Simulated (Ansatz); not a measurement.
Reaction (isomerisation): `C=CS[SiH2]N` → `C=C(N)S[SiH3]`

Gas-phase electronic energies from Ansatz, PBE0-D4/def2-TZVP geometries. CBS: MP2 limit from def2 TZ/QZ plus the TZ coupled-cluster correction, frozen cores. DFT in def2-TZVPP. B3LYP here is the variant with VWN-RPA as its local correlation; programs differ in this. Each species was taken in one conformer, which may not be the lowest.

```json
{"level": "PBE-D4", "ΔE (kJ/mol)": "81.1", "difference from CCSD(T)/CBS": "-16.3"}
{"level": "r2SCAN-D4", "ΔE (kJ/mol)": "88.5", "difference from CCSD(T)/CBS": "-8.9"}
{"level": "ωB97X-V", "ΔE (kJ/mol)": "88.6", "difference from CCSD(T)/CBS": "-8.8"}
{"level": "ωB97M-V", "ΔE (kJ/mol)": "92.0", "difference from CCSD(T)/CBS": "-5.4"}
{"level": "PBE", "ΔE (kJ/mol)": "83.4", "difference from CCSD(T)/CBS": "-14.0"}
{"level": "r2SCAN", "ΔE (kJ/mol)": "89.0", "difference from CCSD(T)/CBS": "-8.4"}
{"level": "B3LYP", "ΔE (kJ/mol)": "93.9", "difference from CCSD(T)/CBS": "-3.5"}
{"level": "HF/def2-TZVPP", "ΔE (kJ/mol)": "102.0", "difference from CCSD(T)/CBS": "4.6"}
{"level": "SCS-MP2/def2-TZVPP", "ΔE (kJ/mol)": "95.9", "difference from CCSD(T)/CBS": "-1.5"}
{"level": "CCSD/def2-TZVPP", "ΔE (kJ/mol)": "96.4", "difference from CCSD(T)/CBS": "-1.0"}
{"level": "CCSD(T)/def2-TZVPP", "ΔE (kJ/mol)": "94.3", "difference from CCSD(T)/CBS": "-3.1"}
{"level": "HF/def2-QZVPP", "ΔE (kJ/mol)": "103.3", "difference from CCSD(T)/CBS": "5.9"}
{"level": "MP2/def2-QZVPP", "ΔE (kJ/mol)": "97.4", "difference from CCSD(T)/CBS": "0.0"}
{"level": "HF/CBS(def2)", "ΔE (kJ/mol)": "103.5", "difference from CCSD(T)/CBS": "6.1"}
{"level": "MP2/CBS(def2)", "ΔE (kJ/mol)": "98.3", "difference from CCSD(T)/CBS": "0.9"}
{"level": "CCSD/CBS(def2)", "ΔE (kJ/mol)": "99.5", "difference from CCSD(T)/CBS": "2.1"}
{"level": "CCSD(T)/CBS", "ΔE (kJ/mol)": "97.4", "difference from CCSD(T)/CBS": "0"}
```

Largest T1 diagnostic among the species: 0.012.

The D4 term adds −3.8 kJ/mol with B3LYP and −1.8 kJ/mol with PBE0; it sums over pairs of atoms, weighted by their polarisabilities, and B3LYP, whose exchange is more repulsive, gets the larger term. From PBE to PBE0 (25 % exact exchange), in def2-TZVPP and without D4, ΔE moves by +3.3 kJ/mol.
